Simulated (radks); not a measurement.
Values are calculated unless marked as measured or tabulated.
Charge is removed step by step from the 1s1/2 level of Tc10+, starting from [Ar] 3d10 4s2 4p3. Level of theory: Dirac Kohn-Sham, PBEsol, spin-unpolarised, spherical densities, finite nucleus; open shells are shared between the two j in proportion to 2j + 1; Fermi nuclear charge, rms radius 4.4112 fm (a radial shooting solver on a logarithmic mesh with Libxc functionals).

removed (e)  E - E(0) (eV)  eigenvalue (eV)  E minus straight line (eV)
0                    0.000           -21035                       0.000
0.1                 2106.4           -21093                     -25.986
0.2                 4218.7           -21151                     -46.167
0.3                 6336.7           -21209                     -60.551
0.4                 8460.5           -21267                     -69.148
0.5                10590.1           -21325                     -71.970
0.6                12725.5           -21382                     -69.031
0.7                14866.6           -21440                     -60.344
0.8                17013.4           -21497                     -45.929
0.9                19166.0           -21554                     -25.806
1                    21324           -21611                       0.000

Removing the whole electron costs 21324 eV by Delta-SCF, against 21035 eV from minus the eigenvalue at the starting occupation. Slater's transition state (half an electron removed) gives 21325 eV. Integrating minus the eigenvalue over the occupation (Janak's theorem) gives 21324 eV. The mean slope of the eigenvalue, de/dn, is 575 eV per electron.
